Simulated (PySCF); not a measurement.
Se+: ionisation energy

Se+ [Ar] 3d10 4s2 4p3 (4S) → Se(2+) [Ar] 3d10 4s2 4p2 (3P), as a difference of total energies. Calculation: PySCF 2.14, in def2-TZVPPD (7s6p5d1f, 57 functions); no relativity, point nucleus. Correlated levels: valence: [Ar] 3d10 frozen. The calculations carry no spin-orbit coupling.

```json
{"method": "UHF", "ionisation energy (eV)": "20.836"}
{"method": "MP2 (valence)", "ionisation energy (eV)": "21.340"}
{"method": "SCS-MP2 (valence)", "ionisation energy (eV)": "21.190"}
{"method": "CCSD (valence)", "ionisation energy (eV)": "21.300"}
{"method": "CCSD(T) (valence)", "ionisation energy (eV)": "21.329"}
```

Problem. How much does correlation contribute at CCSD(T) (valence)?

Solution. 21.329 − (20.836) = 0.493 eV, measured against UHF.

A first-order spin-orbit estimate (lowest level to lowest level, LS coupling) adds -0.273 eV.

These non-relativistic numbers lack the scalar-relativistic shift.

Errors of the correlated levels include the incompleteness of this basis and the frozen core.

For comparison: 21.196 ± 0.01 eV (measured; NIST Atomic Spectra Database, ionization energies).
